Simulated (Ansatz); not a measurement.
Problem. Name a neutral molecule of N, O, Sc and H with LUMO energy (PBE/def2-TZVPP) between -2.35 and -2.05 eV and HOMO energy (PBE/def2-TZVPP) between -5.60 and -5.30 eV (Ansatz, PBE0-D4/def2-TZVP geometry).

Solution. `[NH2][Sc]([OH])[OH]` (-2.12 eV, -5.47 eV). Other molecules can fit too; these were computed, each in one conformer that needn't be the lowest.
